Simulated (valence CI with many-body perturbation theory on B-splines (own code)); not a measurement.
Results of a calculation; reference values are marked as such.
## Sensitivity of CI+MBPT for Tm XXXI

Method: valence CI with perturbative core correlation (CI+MBPT): three valence electrons over a frozen Dirac-Fock core [Kr], a basis of 6 s, 6 p, 5 d, 5 f, 1 g functions for each j, with the one-electron correlation potential Σ1, the two-electron term Σ2, the three-electron term Σ3, Breit, model QED; selected CI, second order for the rest, scaled by the run's own slope (own B-spline code, finite nucleus).

The last digits are not significant, and no measured levels were compared; by estimate large intervals hold to a few tenths of a per cent, small ones and those within an open d or f shell to about a per cent. Only levels of the ground parity were solved; by the run's estimate the other parity begins above the list, which can be wrong where configurations are misplaced.

The reference run has the lowest level (4d3/2^3) J=3/2 and an ionisation energy of 1158.51 eV. Its largest variational space holds 2468 state functions.

Levels are named by their leading jj configuration (3d3/2^4 stands for four electrons in 3d with j = 3/2), which in mixed levels can hold well under half, so a name can repeat and another be missing. Letters in brackets count levels of one name in rising energy.

Changed runs:
A. Davidson tolerance 2e-05 → 0.001
B. box radius (bohr) 4.817 → 2.24
C. three-electron term on → off
D. factor on the speed of light 1 → 0.9 (bad on purpose)

Excitation energies of the reference run in cm⁻¹, and shifts in cm⁻¹:

```tsv
Level	Reference	A	B	C	D
(4d3/2^2 4d5/2) J=5/2 [a]	76531	0	-1.1	-203	+22806
(4d3/2^2 4d5/2) J=3/2	95402	0	-0.2	-372	+21723
(4d3/2^2 4d5/2) J=7/2	102570	0	-0.3	+77	+23957
(4d3/2^2 4d5/2) J=9/2	106919	0	+0.1	+84	+22666
(4d3/2^2 4d5/2) J=1/2	108646	0	+0.1	-351	+22426
(4d3/2^2 4d5/2) J=5/2 [b]	160444	0	+1.2	+300	+26628
(4d3/2 4d5/2^2) J=7/2 [a]	180525	0	-0.2	+60	+44761
(4d3/2 4d5/2^2) J=9/2	190946	0	-0.5	-165	+46042
(4d3/2 4d5/2^2) J=3/2 [a]	203985	0	+0.9	+243	+45588
(4d3/2 4d5/2^2) J=1/2	211593	0	+0.9	-457	+45823
(4d3/2 4d5/2^2) J=11/2	218501	0	+0.4	+64	+45738
(4d3/2 4d5/2^2) J=5/2 [a]	221265	0	+1.4	+790	+43020
Ionisation energy (eV)	1158.51	0	+0.0016	-0.012	+0.89
```

No effect on these energies: A.
